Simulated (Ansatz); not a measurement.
Consider the ligand exchange at the Si–N bond: `N[SiH](N)F` + `N[SiH2]N` → `N[SiH2]N[SiH](N)F` + NH₃.

Computed with Ansatz on PBE0-D4/def2-TZVP structures; ΔE is electronic, products minus reactants. CCSD(T)/CBS is the MP2 limit (def2-TZVPP, def2-QZVPP) plus CCSD(T) − MP2 in def2-TZVPP, frozen cores. This one scheme is used for every species. Functionals use def2-TZVPP. B3LYP here is the variant with VWN-RPA as its local correlation; programs differ in this. Each species was taken in one conformer, which may not be the lowest.

```json
{"level": "PBE-D4", "ΔE (kcal/mol)": "-3.4", "difference from CCSD(T)/CBS": "-0.4"}
{"level": "r2SCAN-D4", "ΔE (kcal/mol)": "-2.7", "difference from CCSD(T)/CBS": "0.3"}
{"level": "PBE0-D4", "ΔE (kcal/mol)": "-3.2", "difference from CCSD(T)/CBS": "-0.2"}
{"level": "B3LYP-D4", "ΔE (kcal/mol)": "-3.3", "difference from CCSD(T)/CBS": "-0.3"}
{"level": "ωB97M-V", "ΔE (kcal/mol)": "-2.9", "difference from CCSD(T)/CBS": "0.1"}
{"level": "B2PLYP", "ΔE (kcal/mol)": "-1.7", "difference from CCSD(T)/CBS": "1.3"}
{"level": "PBE", "ΔE (kcal/mol)": "-1.6", "difference from CCSD(T)/CBS": "1.4"}
{"level": "PBE0", "ΔE (kcal/mol)": "-1.6", "difference from CCSD(T)/CBS": "1.4"}
{"level": "MP2/def2-TZVPP", "ΔE (kcal/mol)": "-3.4", "difference from CCSD(T)/CBS": "-0.4"}
{"level": "SCS-MP2/def2-TZVPP", "ΔE (kcal/mol)": "-2.7", "difference from CCSD(T)/CBS": "0.3"}
{"level": "CCSD/def2-TZVPP", "ΔE (kcal/mol)": "-2.8", "difference from CCSD(T)/CBS": "0.2"}
{"level": "HF/def2-QZVPP", "ΔE (kcal/mol)": "0.2", "difference from CCSD(T)/CBS": "3.2"}
{"level": "MP2/def2-QZVPP", "ΔE (kcal/mol)": "-3.1", "difference from CCSD(T)/CBS": "-0.1"}
{"level": "SCS-MP2/def2-QZVPP", "ΔE (kcal/mol)": "-2.4", "difference from CCSD(T)/CBS": "0.6"}
{"level": "HF/CBS(def2)", "ΔE (kcal/mol)": "0.2", "difference from CCSD(T)/CBS": "3.2"}
{"level": "CCSD/CBS(def2)", "ΔE (kcal/mol)": "-2.3", "difference from CCSD(T)/CBS": "0.7"}
{"level": "CCSD(T)/CBS", "ΔE (kcal/mol)": "-3.0", "difference from CCSD(T)/CBS": "0"}
```

Largest T1 diagnostic among the species: 0.011.

The D4 term adds −2.7 kcal/mol with B3LYP and −1.6 kcal/mol with PBE0; it sums over pairs of atoms, weighted by their polarisabilities, and B3LYP, whose exchange is more repulsive, gets the larger term. In def2-TZVPP, CCSD(T) changes the Hartree–Fock value by −3.5 kcal/mol (the triples alone add −0.7 kcal/mol) and MP2 by −3.4 kcal/mol.
